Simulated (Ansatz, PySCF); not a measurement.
Gas-phase reaction R1 + R2 → P1 + P2, each structure at its B3LYP-D3(BJ)/def2-TZVP stationary point, reached from a drawn start (curvature not checked).
R1: SiH4 (SMILES [SiH4]), charge 0, multiplicity 1.
P1: Si2H6 (SMILES [SiH3][SiH3]), charge 0, multiplicity 1.
R2, FH3Si (SMILES F[SiH3]) (charge 0, multiplicity 1):
```xyz
5

Si    -0.042     0.001    -0.009
F      1.526    -0.040     0.337
H     -0.383     1.369    -0.450
H     -0.305    -0.974    -1.087
H     -0.795    -0.356     1.210
```
P2, HF (SMILES F) (charge 0, multiplicity 1):
```
atom   x (Å)   y (Å)    z (Å)
----  ------  ------  -------
F     0.0000  0.0000   0.4622
H     0.0000  0.0000  -0.4622
```

P less R. No zero-point or thermal terms.

The values were computed with Ansatz (a first-principles code); PySCF for the D3/D4 terms. No computed number here is a measurement.

**Question.** One of these levels gives 1.056 eV for the reaction energy. Which one is it?
(A) BHLYP-D3(BJ)/def2-TZVPP
(B) BLYP-D3(BJ)/def2-TZVPP
(C) PBE-D4/def2-TZVPP

**Answer.** C, PBE-D4/def2-TZVPP. The others give 1.276 (BLYP-D3(BJ)/def2-TZVPP), 1.409 (BHLYP-D3(BJ)/def2-TZVPP)
